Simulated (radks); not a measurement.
The numbers below are computed, except where a source is named.
The table gives one normalised radial function P(r) = r R(r) of Hf41+ in [Ar] 3d10 4p1 4f2 (r in bohr). Code: a radial shooting solver on a logarithmic mesh with Libxc functionals. Model: scalar-relativistic Kohn-Sham, LDA (Slater exchange, Perdew-Zunger correlation), spin-polarised, spherical densities, finite nucleus; open shells are filled with parallel spins first (spin-orbit coupling, left out, can overturn this in heavy ions); Fermi nuclear charge, rms radius 5.347 fm.

r	P
0.0009966	0.0000
0.001267	0.0001
0.001611	0.0001
0.002048	0.0002
0.002603	0.0004
0.003309	0.0009
0.004207	0.0016
0.005348	0.0031
0.006798	0.0060
0.008642	0.0114
0.01099	0.0215
0.01397	0.0401
0.01775	0.0735
0.02257	0.1323
0.02869	0.2319
0.03618	0.3863
0.046	0.6284
0.05848	0.9699
0.07434	1.4020
0.0945	1.8692
0.1201	2.2561
0.1527	2.4108
0.1942	2.2193
0.2468	1.7011
0.3138	1.0381
0.3989	0.4751
0.5071	0.1509
0.6446	0.0302
0.8195	0.0033
1.042	0.0002
1.324	0.0000

Which n and l does it have? It may be an empty orbital.

Answer. n = 3, l = 2: the number of nodes gives n - l - 1 = 0, the rise at small r (about r^(l+1), flatter next to the nucleus through relativity) gives l, and the extent must fit the shell. The curve is that of 3d down; the table hardly tells the two spins apart. 3d down: eigenvalue -3482.2 eV, 0 radial nodes, <r> = 0.184 bohr, 90 % of the charge inside 0.284 bohr.
